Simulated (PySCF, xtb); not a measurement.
(3Z)-3,4-difluoropenta-1,3-diene (C₅H₆F₂), SMILES F/C(C)=C(\F)C=C. The values are those of a single conformer.

Harmonic wavenumbers (cm⁻¹) from GFN2-xTB in xtb 6.7.1 at its own minimum, in rising order: 46, 100, 147, 186, 272, 336, 352, 467, 479, 553, 676, 745, 887, 946, 994, 1013, 1026, 1080, 1209, 1232, 1294, 1395, 1402, 1444, 1462, 1655, 1692, 3001, 3018, 3088, 3097, 3116, 3149.

Q: What does ωB97X-D3(BJ)/def2-SVP run with PySCF 2.14.0 give at its own minimum? (An estimate is asked for; the answer gives what the named calculation found.)

A: 111, 153, 167, 202, 304, 354, 373, 494, 549, 584, 734, 755, 967, 981, 1025, 1046, 1053, 1123, 1293, 1315, 1354, 1430, 1450, 1450, 1468, 1734, 1841, 3076, 3157, 3187, 3211, 3233, 3293. Paired by order, the mean absolute difference is 58 cm⁻¹ and the zero-point energies are 59.4 and 62.1 kcal/mol.
